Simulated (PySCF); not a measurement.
Zn(NH2)(GeH3) (GeH₅NZn), SMILES [NH2][Zn][GeH3]. Atoms are numbered in the order given.

```xyz
8

Zn    -0.0522     0.7658    -0.5034
N      0.0177     2.3252    -1.4663
H     -0.5470     3.1156    -1.1578
H     -0.0582     2.2762    -2.4816
Ge     0.0561    -1.2329     0.8011
H      1.0217    -2.2807     0.1940
H      0.5489    -0.9728     2.2460
H     -1.3179    -1.9348     0.9311
```
Charge 0, spin multiplicity 1.

The structure is a stationary point at B3LYP-D3(BJ)/def2-SVP. The structure was generated by enumeration; whether it is a known compound was not checked. The values are those of a single conformer.

Calculation: PBE/pcSseg-1 (PySCF).

GIAO shieldings, no solvent; atoms alike by connectivity are averaged. δ = σ(ref) − σ: ¹⁵N against NH3 (σ = 267.0 ppm); ¹H against TMS (σ = 31.49 ppm); ⁷³Ge against GeH4 (σ = 1614.4 ppm), references at their B3LYP-D3(BJ)/def2-TZVP geometries, non-relativistic.

```csv
nucleus,atoms,count,δ (ppm)
¹⁵N,N2,1,22.1
¹H,"H6, H7, H8",3,3.55
¹H,"H3, H4",2,0.59
⁷³Ge,Ge5,1,-89.8
```
